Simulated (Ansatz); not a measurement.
Species: In2O, charge 1, multiplicity 2. 
Coordinates optimised at B3LYP-D3(BJ)/def2-TZVP (Ansatz, a program for electronic structure):
```
O
In 1 2.0194
In 1 2.0194 2 180.00
```
Charge +1, spin multiplicity 2.

Basis-set convergence of Hartree-Fock and MP2 correlation energies (hartree) with Ansatz. Valence correlation only, unless marked. Open shells are spin-unrestricted. No spin-orbit coupling. The frozen core is the preceding noble-gas configuration, with the filled d and f shells of earlier blocks. In def2 rows, elements after Kr have scalar-relativistic effective core potentials.

The T1 diagnostic of CCSD in the largest basis is 0.046, which is high, so the coupled-cluster rows are less sure than usual.

| basis | functions | E(HF) | E(corr, MP2) |
|---|---|---|---|
| def2-SVPD | 87 | -453.05132 | -0.25317 |
| def2-TZVPPD | 152 | [?] | [?] |

**Question.** Complete the blanks.

**Answer.** 
- def2-TZVPPD, E(HF): -453.15201
- def2-TZVPPD, E(corr, MP2): -0.30270
